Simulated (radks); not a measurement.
Neutral thallium, 81 electrons, occupied as [Hg] 6p1. All-electron calculation, Dirac Kohn-Sham, BLYP, spin-unpolarised, spherical densities, finite nucleus; open shells fill j = l - 1/2 first; Fermi nuclear charge, rms radius 5.4759 fm. Program: a radial shooting solver on a logarithmic mesh with Libxc functionals. Some entries of the table are withheld. Estimate them.

| orbital | occ. | eigenvalue (eV) | <r> (bohr) |
|---|---|---|---|
| 1s1/2 | 2 | -85439.95 | 0.01632 |
| 2s1/2 | 2 | -15200.34 | 0.06808 |
| 2p1/2 | 2 | -14597.09 | (1) |
| 2p3/2 | 4 | -12531.10 | (2) |
| 3s1/2 | 2 | -3627.054 | 0.1770 |
| 3p1/2 | 2 | -3353.637 | 0.1674 |
| 3p3/2 | 4 | -2894.366 | 0.1835 |
| 3d3/2 | 4 | -2440.906 | 0.1595 |
| 3d5/2 | 6 | -2342.806 | 0.1644 |
| 4s1/2 | 2 | -808.6020 | 0.3916 |
| 4p1/2 | 2 | -690.5737 | 0.3931 |
| 4p3/2 | 4 | -578.8779 | 0.4275 |
| 4d3/2 | 4 | (3) | 0.4334 |
| 4d5/2 | 6 | (4) | 0.4445 |
| 5s1/2 | 2 | -129.8693 | 0.8776 |
| 4f5/2 | 6 | -115.4956 | 0.4646 |
| 4f7/2 | 8 | -110.8960 | 0.4711 |
| 5p1/2 | 2 | -90.1874 | 0.9413 |
| 5p3/2 | 4 | -69.9013 | 1.036 |
| 5d3/2 | 4 | -16.0626 | 1.362 |
| 5d5/2 | 6 | -13.8687 | 1.421 |
| 6s1/2 | 2 | -9.0472 | 2.502 |
| 6p1/2 | 1 | -2.8159 | (5) |
| 6p3/2 | 0 | -1.8380 | (6) |

Answer. 
(1) 2p1/2 <r> (bohr): 0.05589
(2) 2p3/2 <r> (bohr): 0.06468
(3) 4d3/2 eigenvalue (eV): -385.7126
(4) 4d5/2 eigenvalue (eV): -364.8743
(5) 6p1/2 <r> (bohr): 3.484
(6) 6p3/2 <r> (bohr): 4.154
